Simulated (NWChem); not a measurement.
# C$_{2}$H$_{5}$FOSi; SMILES C=C[SiH](O)F

```xyz
10

Si     0.0075    -0.5164    -0.4262
O      0.7710    -1.6843     0.4638
F     -1.5562    -0.4175    -0.0224
C      0.7190     1.1752    -0.1314
C     -0.0265     2.2044     0.2948
H      0.1028    -0.9862    -1.8231
H      0.9146    -1.4855     1.4001
H      1.7823     1.3446    -0.3135
H      0.3886     3.1964     0.4678
H     -1.0914     2.0933     0.4875
```
Atoms are numbered in this order, from 1.

Results from NWChem. STO-3G and 3-21G are far too small for this property and stand as cheap habits. All runs use the structure optimised with B3LYP/6-31G* (spherical d). GIAO values for the isolated, static molecule; σ is the absolute isotropic shielding, δ = σ(reference) − σ with the isolated reference molecule computed at the same levels (13C: tetramethylsilane, 19F: trichlorofluoromethane, 1H: tetramethylsilane, 17O: water, 29Si: tetramethylsilane).

Estimate the computed values for Hartree-Fock/STO-3G. Quantities: δ Si1 (ppm); δ O2 (ppm); δ F3 (ppm); δ C4 (ppm); δ H6 (ppm); δ H8 (ppm); δ H9 (ppm).


```json
{
  "δ Si1 (ppm)": "-12.9",
  "δ O2 (ppm)": "-82.4",
  "δ F3 (ppm)": "-195.2",
  "δ C4 (ppm)": "120.4",
  "δ H6 (ppm)": "2.76",
  "δ H8 (ppm)": "6.18",
  "δ H9 (ppm)": "6.34"
}
```
